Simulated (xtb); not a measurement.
xtb input (GFN1-xTB):

```bash
xtb mol.xyz --gfn 1 --sp --chrg 1 --uhf 0
```
mol.xyz:
```
4

W      0.06833537     0.12437509     0.10256563
O      1.30943601    -0.68607671    -0.68606428
O     -0.63794453    -1.05820541     1.06265526
F     -1.15874995     0.52783339    -1.17806493
```

End of the output:

```
         :::::::::::::::::::::::::::::::::::::::::::::::::::::
         ::                     SUMMARY                     ::
         :::::::::::::::::::::::::::::::::::::::::::::::::::::
         :: total energy             -16.456611118314 Eh    ::
         :: gradient norm              0.069348730117 Eh/a0 ::
         :: HOMO-LUMO gap              4.375527123728 eV    ::
         ::.................................................::
         :: SCC energy               -16.545447708782 Eh    ::
         :: -> electrostatic           0.328636176342 Eh    ::
         :: repulsion energy           0.089668999498 Eh    ::
         :: dispersion energy         -0.000832409030 Eh    ::
         :: halogen bond corr.         0.000000000000 Eh    ::
         :: add. restraining           0.000000000000 Eh    ::
         :: total charge               1.000000000000 e     ::
         :::::::::::::::::::::::::::::::::::::::::::::::::::::

           -------------------------------------------------
          |                Property Printout                |
           -------------------------------------------------

    * Orbital Energies and Occupations

         #    Occupation            Energy/Eh            Energy/eV
      -------------------------------------------------------------
         1        2.0000           -1.0496911             -28.5635
         2        2.0000           -0.9478001             -25.7910
         3        2.0000           -0.9375976             -25.5133
         4        2.0000           -0.7702726             -20.9602
         5        2.0000           -0.7699207             -20.9506
         6        2.0000           -0.7654615             -20.8293
         7        2.0000           -0.7620246             -20.7357
         8        2.0000           -0.7369346             -20.0530
         9        2.0000           -0.7363321             -20.0366
        10        2.0000           -0.7291569             -19.8414
        11        2.0000           -0.7264714             -19.7683
        12        2.0000           -0.7018875             -19.0993 (HOMO)
        13                         -0.5410898             -14.7238 (LUMO)
        14                         -0.4939287             -13.4405
        15                         -0.4807339             -13.0814
        16                         -0.3798839             -10.3372
        17                         -0.3735761             -10.1655
Note: The following floating-point exceptions are signalling: IEEE_DENORMAL
normal termination of xtb
        18                         -0.2514354              -6.8419
        19                         -0.0573012              -1.5592
        20                          0.1081593               2.9432
        21                          0.3471398               9.4462
      -------------------------------------------------------------
                  HL-Gap            0.1607977 Eh            4.3755 eV
             Fermi-level           -0.6214886 Eh          -16.9116 eV

  Mulliken/CM5 charges         n(s)   n(p)   n(d)
     1W     2.72392  3.35177   0.286  0.626  2.364
     2O    -0.65179 -0.90304   1.742  4.910  0.000
     3O    -0.65179 -0.90304   1.742  4.910  0.000
     4F    -0.42035 -0.54568   1.821  5.599  0.000

Wiberg/Mayer (AO) data.
largest (>0.10) Wiberg bond orders for each atom

 ---------------------------------------------------------------------------
     #   Z sym  total        # sym  WBO       # sym  WBO       # sym  WBO
 ---------------------------------------------------------------------------
     1  74 W    5.058 --     3 O    2.047     2 O    2.047     4 F    0.964
     2   8 O    2.190 --     1 W    2.047
     3   8 O    2.190 --     1 W    2.047
     4   9 F    1.053 --     1 W    0.964
 ---------------------------------------------------------------------------

Topologies differ in total number of bonds
Writing topology from bond orders to xtbtopo.mol

 dipole moment from electron density (au)
     X       Y       Z
   0.5593   4.1267   1.5010  total (Debye):   11.252

           -------------------------------------------------
          | TOTAL ENERGY              -16.456611118314 Eh   |
          | GRADIENT NORM               0.069348730117 Eh/α |
          | HOMO-LUMO GAP               4.375527123728 eV   |
           -------------------------------------------------

------------------------------------------------------------------------
------------------------------------------------------------------------
 total:
 SCF:
```
